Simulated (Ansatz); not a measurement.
`[CH3][AlH][SiH2][SeH]` + CH₃SH → `[CH3][AlH][S]C` + `[SiH3][SeH]` at 298.15 K and 1 bar (cleavage of the Al–Si bond).

Computed with Ansatz on PBE0-D4/def2-TZVP structures; ΔE is electronic, products minus reactants. CCSD(T)/CBS is the MP2 limit (def2-TZVPP, def2-QZVPP) plus CCSD(T) − MP2 in def2-TZVPP, frozen cores. This one scheme is used for every species. For Se outer-core shells are correlated without core-valence functions, which leaves a few kJ/mol of doubt a bond. Scalar relativity is left out up to krypton. Each species was taken in one conformer, which may not be the lowest.

```csv
species,CCSD(T)/CBS energy (Eh),H − E (kJ/mol),S (J/(mol·K))
`[CH3][AlH][SiH2][SeH]`,-2974.08060,202.9,414.8
CH₃SH,-438.22835,133.0,253.2
`[CH3][AlH][S]C`,-720.14936,236.7,362.2
`[SiH3][SeH]`,-2692.20088,99.8,286.6
```

H − E and S are ideal-gas, rigid-rotor, harmonic terms from PBE0-D4/def2-TZVP, for one conformer and one mirror image of each species. 1 Eh = 2625.50 kJ/mol, R = 8.31446 J/(mol·K).

Q: By hand: ΔE, ΔH, ΔS and ΔG.

A: ΔE = (-720.14936) + (-2692.20088) − (-2974.08060) − (-438.22835) = -0.04129 Eh = -108.4 kJ/mol. Δ(H − E) = 236.7 + 99.8 − 202.9 − 133.0 = 0.6, so ΔH = -107.8 kJ/mol. ΔS = 362.2 + 286.6 − 414.8 − 253.2 = -19.2 J/(mol·K). ΔG = -107.8 − 298.15 × (-19.2)/1000 = -102.1 kJ/mol.

Q: By hand: the equilibrium constant, and the temperature at which ΔG would vanish if ΔH and ΔS stayed fixed.

A: log₁₀ K = −ΔG/(RT ln 10) = 17.9. ΔG = 0 at ΔH/ΔS = 5615 K, far beyond where these terms or the molecules hold.

ΔH outweighs TΔS. A doubt of 5 kJ/mol in ΔE shifts log₁₀ K by 0.9 here. Other conformers and mirror images would add mixing entropy, several J/(mol·K) or more a flexible species. Modes under 60 cm⁻¹, often nearly free rotors, make the harmonic entropy too high. These are equilibria of isolated gas molecules and say nothing of rates. Largest T1 diagnostic: 0.010 (customary marks: 0.02 for closed shells, 0.045 for open ones).
